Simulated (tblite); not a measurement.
C₅H₉BS₂.
Bonds: C1–C2 (triple), C2–B3, B3–S4, S4–C5, B3–S6, S6–C7, C7–C8. Hydrogens: H9 on C1; H10, H11, H12 on C5; H13, H14 on C7; H15, H16, H17 on C8.

Computed with GFN2-xTB (tblite), gas phase: L-BFGS steps from a force-field or distance-geometry start until the largest atomic force falls under 0.01 eV/Å.

Step 109: E = -625.1301 eV
```
atom  x, y, z in Å  |  force x, y, z in eV/Å
C1      0.4121    2.8611    0.1554    0.012   0.032   0.019
C2     -0.0688    1.7570    0.1737   -0.015  -0.044  -0.004
B3     -0.8091    0.4477    0.2332    0.028  -0.015  -0.011
S4     -2.5960    0.6575    0.1565   -0.003   0.015   0.002
C5     -3.3296   -1.0133    0.2480    0.011   0.007  -0.006
S6     -0.1021   -1.1985    0.4218   -0.011  -0.012  -0.015
C7      1.7338   -1.2081    0.2405   -0.013   0.026   0.014
C8      2.4485    0.1106    0.4223   -0.028   0.000  -0.003
H9      0.8570    3.8124    0.1505    0.023   0.031  -0.024
H10    -3.7863   -1.1326    1.2257    0.025  -0.012   0.000
H11    -4.0888   -1.0713   -0.5257   -0.002  -0.007   0.009
H12    -2.5616   -1.7606    0.0895   -0.007  -0.039  -0.003
H13     1.9270   -1.6280   -0.7473   -0.030   0.020  -0.013
H14     2.0558   -1.9302    0.9915   -0.024  -0.007   0.012
H15     2.2202    0.7905   -0.3939    0.008   0.016   0.006
H16     2.1585    0.5827    1.3576    0.011   0.014   0.024
H17     3.5223   -0.0646    0.4402    0.016  -0.025  -0.006
```

Step 110: E = -625.1305 eV
```
atom  x, y, z in Å  |  force x, y, z in eV/Å
C1      0.4132    2.8612    0.1498   -0.003   0.011   0.015
C2     -0.0687    1.7574    0.1738   -0.002  -0.020  -0.006
B3     -0.8088    0.4487    0.2368    0.021  -0.025  -0.012
S4     -2.5959    0.6585    0.1572    0.009   0.026   0.007
C5     -3.3257   -1.0132    0.2471    0.011   0.009  -0.005
S6     -0.1022   -1.1979    0.4292   -0.023  -0.012  -0.020
C7      1.7322   -1.2092    0.2391   -0.019   0.030   0.016
C8      2.4453    0.1091    0.4270   -0.010   0.015  -0.003
H9      0.8560    3.8132    0.1382    0.029   0.037  -0.021
H10    -3.7743   -1.1395    1.2275    0.030  -0.013   0.008
H11    -4.0923   -1.0668   -0.5196    0.006  -0.020   0.002
H12    -2.5549   -1.7558    0.0783   -0.030  -0.045  -0.008
H13     1.9229   -1.6224   -0.7522   -0.036   0.018  -0.004
H14     2.0564   -1.9353    0.9853   -0.021  -0.012   0.010
H15     2.2158    0.7915   -0.3871    0.019   0.012   0.015
H16     2.1543    0.5781    1.3638    0.012   0.005   0.017
H17     3.5196   -0.0655    0.4453    0.007  -0.017  -0.010
```

Problem. Estimate the geometry and energy of step 111. (The exact step hangs on the optimiser's Hessian estimate; all steps are aligned on step 110, rigid shifts and turns removed.)

Solution. E = -625.1311 eV, largest force 0.071 eV/Å
```
atom  x, y, z in Å  |  force x, y, z in eV/Å
C1      0.4159    2.8611    0.1465   -0.013   0.003   0.006
C2     -0.0696    1.7587    0.1750    0.014  -0.004  -0.008
B3     -0.8097    0.4503    0.2412    0.009  -0.023  -0.013
S4     -2.5971    0.6596    0.1555    0.025   0.030   0.012
C5     -3.3208   -1.0140    0.2452    0.009   0.009   0.001
S6     -0.1038   -1.1964    0.4402   -0.031  -0.008  -0.023
C7      1.7288   -1.2089    0.2386   -0.026   0.023   0.013
C8      2.4418    0.1082    0.4309    0.014   0.028   0.000
H9      0.8594    3.8127    0.1258    0.027   0.029  -0.013
H10    -3.7615   -1.1467    1.2281    0.034  -0.012   0.019
H11    -4.0943   -1.0660   -0.5143    0.008  -0.028  -0.011
H12    -2.5470   -1.7517    0.0677   -0.047  -0.052  -0.014
H13     1.9143   -1.6155   -0.7569   -0.039   0.019   0.011
H14     2.0566   -1.9392    0.9791   -0.021  -0.014   0.003
H15     2.2115    0.7935   -0.3809    0.027   0.007   0.023
H16     2.1521    0.5746    1.3700    0.017  -0.004   0.005
H17     3.5163   -0.0684    0.4478   -0.005  -0.003  -0.012
```

The energy changes by -0.0005 eV. The first-order estimate −F·Δx gives -0.0007 eV and the mean of the old and new forces, exact on a quadratic surface, -0.0005 eV. The step makes an angle of 81° with the force vector and moves no atom by more than 0.015 Å.

What follows is the cost of the whole relaxation. Time: 3.2 s wall. Hardware: one thread of an Arm Neoverse N1, shared host with 64 logical CPUs at a one-minute load of 51.
